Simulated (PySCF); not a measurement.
**Core-level binding energies of (LiCl)4 cube**

(LiCl)4 cube, Li4Cl4.
Z-matrix (Å and degrees, PBE0-D3(BJ)/def2-SVP geometry), rows numbered from 1:
```
Li
Cl  1  2.3111
Li  2  2.3196  1   76.77
Cl  3  2.3140  2  101.91  1    12.86
Li  4  2.3172  1   76.59  2    92.39
Cl  1  2.3147  2  101.91  3    92.17
Li  6  2.3159  1   76.80  2   -12.70
Cl  5  2.3079  4  101.48  1   -91.85
```

Method: delta-SCF UKS SCAN, pcX-2 on the ionised atom, pcseg-1 elsewhere, spin-free X2C in PySCF 2.14.0. Vertical ΔSCF values, vacuum level as zero.

Task: Give the core binding energies atom by atom.

Result: 
```
        atom(s)              environment     level  binding energy (eV)  2p1/2 (eV)  count
Li1/Li3/Li5/Li7   lithium bonded to 3 Cl     Li 1s                63.23           –      4
Cl2/Cl4/Cl6/Cl8  chlorine bonded to 3 Li  Cl 2p3/2               205.09      206.74      4
Cl2/Cl4/Cl6/Cl8  chlorine bonded to 3 Li     Cl 1s              2827.68           –      4
```

Task: Express the binding energy of Cl 2p3/2 of Cl2/Cl4/Cl6/Cl8 in atomic units and per mole.

Result: 205.09 eV = 7.5369 Eh = 19788 kJ/mol.

Task: Which photon energy gives electrons from Cl 2p3/2 of Cl2/Cl4/Cl6/Cl8 a kinetic energy of 100 eV, and what is their de Broglie wavelength?

Result: hν = 205.09 + 100 = 305.09 eV, recoil neglected; λ = 12.264 Å/√(E/eV) = 1.23 Å.

Atoms equivalent by their bonding share one computed value, that of the first of them. Spin–orbit coupling isn't in the SCF: each 2p doublet comes from a relaxed spin-free hole plus a matrix of the shell (mean-field spin–orbit coupling and the ground-state 2p splitting), with 2p3/2 averaged over its two sublevels. 2p1/2 minus 2p3/2 (ligand field included): Cl 1.65 eV. The structure is a single PBE0-D3(BJ)/def2-SVP conformer in the gas phase; no vibrational or solvent corrections.

Time: 12 s wall. Hardware: an Arm Neoverse V2 with one thread (shared host).
